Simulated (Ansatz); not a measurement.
Abridged output of a molecular run in Ansatz:

```
Functional definition: HF
1763 factors; integrals over basis functions are off by at most 9.2e-4 eV
mean field evaluation 1: about -103506.0607 eV, gradient 2.6e1 eV
mean field evaluation 2: about -103506.1408 eV, gradient 2.6e1 eV
mean field evaluation 4: about -103508.5197 eV, gradient 2.8e0 eV
mean field evaluation 8: about -103508.5606 eV, gradient 2.2e-1 eV
mean field -103508.56079186 eV, -3803.8694484785 hartree, gradient 4.1e-6 eV, S^2 0.000000; 0 other end points of the search recorded, 0 dependent functions left out
28 core orbitals not correlated: weight in the atoms' cores, before any rotation towards them, 1.000 or more for the frozen orbitals, at most 0.000 for the correlated occupied ones
reference -103508.56079186 eV, -3803.8694484785 hartree; 26, 26 occupied and 212, 212 virtual orbitals, 1763 factors
second order -30.59508640 eV of doubles, -0.00000000 eV of singles
cycle   1  -31.16417958 eV  change   -5.7e-1 eV  update   1.2e-1
cycle   2  -31.91678899 eV  change   -7.5e-1 eV  update   3.3e-2
cycle   3  -32.03324265 eV  change   -1.2e-1 eV  update   1.8e-2
cycle   4  -32.01405364 eV  change    1.9e-2 eV  update   4.6e-3
cycle   5  -32.01218603 eV  change    1.9e-3 eV  update   2.0e-3
cycle   6  -32.01258041 eV  change   -3.9e-4 eV  update   5.5e-4
cycle   7  -32.01249988 eV  change    8.1e-5 eV  update   2.2e-4
cycle   8  -32.01256917 eV  change   -6.9e-5 eV  update   7.7e-5
cycle   9  -32.01261765 eV  change   -4.8e-5 eV  update   3.0e-5
perturbative correction -1.22485063 eV, -0.0450124303 hartree
Total energy: -103541.79826014 eV, -3805.0909029086 hartree
```

Its atoms:

Cartesian coordinates in Å:
```
Cl 1.752 1.020 2.179
In 0.875 1.269 0.041
Cl -0.807 2.844 -0.267
Cl 2.258 0.789 -1.765
As -0.713 -1.038 -0.032
H -0.727 -1.944 1.169
H -2.196 -0.878 -0.226
H -0.443 -2.063 -1.099
```

**Question.** Which basis set was used?
A. def2-TZVPP
B. def2-SVPD
C. def2-QZVPP
D. cc-pV(D+d)Z

**Answer.** A. It gives 266 functions.

**Question.** Write the keys of the input that set method, charge and spin (a neutral closed shell needs none for the last two).

**Answer.** 
```yaml
correlation: {method: ccsd_t}
```
